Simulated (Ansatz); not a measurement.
`[CH3][Mo](=[NH])(=[NH])[F]` from Hartree–Fock to CCSD(T)

Z-matrix (Å, degrees):
```
C
Mo 1 2.103
H 1 1.094 2 108.0
H 1 1.094 2 108.0 3 -119.1
H 1 1.090 2 112.6 3 120.4
N 2 1.720 1 103.3 3 -178.0
N 2 1.720 1 103.3 3 -62.9
F 2 1.868 1 112.4 3 59.6
H 6 1.011 2 153.4 1 118.1
H 7 1.011 2 153.4 1 -118.0
```

Total charge 0; spin multiplicity 1. Correlated methods include outer-core shells of Mo, which these sets cover unevenly. Mo takes the def2 core potential. The geometry is a stationary point of PBE0-D4/def2-TZVP. It is one conformer, not always the lowest. Frozen core, restricted reference, Ansatz 0.2.0.

```csv
basis,HF (Eh),MP2 corr.
def2-SVP,-316.42021,-1.13164
def2-TZVPP,-316.75817,-1.47093
def2-QZVPP,-316.77492,-1.58214
```

Question: Estimate the CCSD correlation energy and the (T) correction in each basis where they were run (hartree).

Answer: 
```csv
basis,CCSD corr.,(T)
def2-SVP,-1.08959,-0.05568
def2-TZVPP,-1.41050,-0.08239
```
